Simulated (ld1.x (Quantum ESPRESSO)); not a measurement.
Varying the PAW potential for gallium (Ga)

Base potential:

- Element: gallium
- Generator: ld1.x (Quantum ESPRESSO) 7.5
- Type: PAW
- Functional: PBEsol
- Relativity: scalar-relativistic
- Frozen core: [Ne]
- Valence charge: 21
- Reference configuration: 3s2 3p6 3d10 4s1 4p0 (charge +2)
- Partial waves: 3s (bound): rcut 0.95, rcutus 1.05 bohr; 4s (bound): rcut 0.95, rcutus 1.05 bohr; 3p (bound): rcut 1.20, rcutus 1.45 bohr; 4p (bound, empty): rcut 1.20, rcutus 1.45 bohr; 3d (bound): rcut 0.75, rcutus 0.95 bohr; 3d channel at -2.5 Ry: rcut 0.75, rcutus 0.95 bohr
- Local potential: all-electron potential smoothed inside 1.00 bohr (lloc = -1)
- Core correction: Bessel-smoothed model core inside 0.80 bohr
- Augmentation charge: BESSEL, radius 0.75 bohr

All-electron outer shells of the reference configuration (PBEsol, scalar-relativistic, ld1.x):

```
shell  level (eV)  outermost node (bohr)  outermost maximum (bohr)
   2p    -1118.50                      –                      0.15
   3s     -168.13                   0.27                      0.56
   3p     -119.04                   0.24                      0.56
   3d      -39.39                      –                      0.53
   4s      -26.03                   0.80                      1.78
   4p      -17.65                   0.86                      2.12
```

Cutoffs, loose and tight: the cutoffs (Ry, on a coarse ladder) from which the occupation-weighted sum of valence levels, in a spherical-Bessel basis at the reference potential, stays within 10 and 1 mRy of its value at 400 Ry. They do not see the model core or the augmentation charge, which bear on the density cutoff. Test errors are all-electron minus pseudo excitation energies from the reference, over the configurations 3s2 3p6 3d10 4s2 4p1; 3s2 3p6 3d10 4s2 4p0; 3s2 3p6 3d10 4s0 4p0; 3s2 3p6 3d10 4s1 4p2; 3s2 3p6 3d9 4s2 4p1; 3s2 3p6 3d10 4s1 4p1; 3s2 3p6 3d9 4s2 4p2. A dash means not determined; rows that change the core or the reference have their own tests.

Cutoffs are not given where the Bessel-basis levels miss the radial ones by over 6 mRy, ghosts where they miss by over 20 mRy; a channel whose overlap is not positive is not tested.

On the changes marked as counting shells twice: ld1.x takes every shell without a wave as core, so the model core holds the marked electrons as well and exchange and correlation see them twice. This cancels in the reference configuration, but the file is broken for other ones, and its errors say nothing about a proper core correction.

A file whose overlap is not positive is unfit for use, and its test errors describe a broken file.

| change | outcome | cutoff, loose | cutoff, tight | bound ghosts | largest test error (meV) |
| --- | --- | --- | --- | --- | --- |
| base | generated | 180 Ry | 300 Ry | none | +3.2 |
| type TM semilocal; waves now 3s (bound): rc 1.05 bohr; 3d (bound): rc 0.95 bohr; 3p (bound): rc 1.45 bohr; local potential the p channel (4s counted twice) | generated, misses its reference levels by 1.87 eV | 260 Ry | over 300 Ry | none | -2429 |
| all radii but the core radius scaled by about 0.77 (s 0.80, p 1.12, d 0.74 bohr, rcut 0.74/0.92/0.58); local potential all-electron potential smoothed inside 0.76 bohr (lloc = -1); augmentation BESSEL, radius 0.58 bohr | generated, overlap not positive | – | – | not determined (overlap not positive) | +17 |
| augmentation BESSEL, radius 0.65 bohr | generated | 180 Ry | 300 Ry | none | -3.5 |
| wave 3d channel at -2.5 Ry: rcut 0.75, rcutus 0.95 bohr becomes 3d channel at 0.3 Ry: rcut 0.75, rcutus 0.95 bohr | generated | 180 Ry | 300 Ry | none | -3.6 |
| functional LDA (PZ) | generated | 180 Ry | 300 Ry | none | -4.3 |
| core correction Bessel-smoothed model core inside 0.74 bohr | generated | 180 Ry | 300 Ry | none | -3.2 |
| local potential all-electron potential smoothed inside 0.75 bohr (lloc = -1) | generated | 180 Ry | 300 Ry | none | +3.5 |
| waves 3s (bound): rcut 0.95, rcutus 1.38 bohr; 4s (bound): rcut 0.95, rcutus 1.38 bohr | generated, overlap not positive | – | – | not determined (overlap not positive) | +3.3 |
